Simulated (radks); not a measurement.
Q: The table gives one normalised radial function P(r) = r R(r) (large component) of La3+ in [Xe] (r in bohr). All-electron calculation, Dirac Kohn-Sham, PBEsol, spin-unpolarised, spherical densities, finite nucleus; Fermi nuclear charge, rms radius 4.855 fm. Program: a radial shooting solver on a logarithmic mesh with Libxc functionals.

| r | P |
|---|---|
| 0.003538 | 0.0002 |
| 0.005363 | 0.0006 |
| 0.00813 | 0.0019 |
| 0.01242 | 0.0057 |
| 0.01883 | 0.0164 |
| 0.02855 | 0.0457 |
| 0.04328 | 0.1176 |
| 0.0656 | 0.2682 |
| 0.09945 | 0.5070 |
| 0.152 | 0.7097 |
| 0.2304 | 0.5304 |
| 0.3492 | -0.2470 |
| 0.5293 | -1.1115 |
| 0.8024 | -1.1789 |
| 1.226 | -0.5672 |
| 1.859 | -0.1234 |
| 2.818 | -0.0093 |
| 4.271 | -0.0002 |

Which n and l does it have? It may be an empty orbital.

A: n = 4, l = 2: the number of nodes gives n - l - 1 = 1, the rise at small r points to l (for j = l - 1/2 the large component starts outside the nucleus as r^gamma with gamma = sqrt(l^2 - (Z/c)^2) = 1.96 and the r^(l+1) term takes over further out; the orbital of l - 1 with the same j starts with the same power, but with a larger coefficient, and does not steepen), and the extent must fit the shell. The curve is that of 4d3/2; the two j differ most near the nucleus, where j = l - 1/2 has the larger amplitude, and in heavy atoms j = l - 1/2 is also the more compact. 4d3/2: eigenvalue -128.71 eV, 1 radial node at r = 0.313 bohr, <r> = 0.762 bohr, 90 % of the charge inside 1.15 bohr.
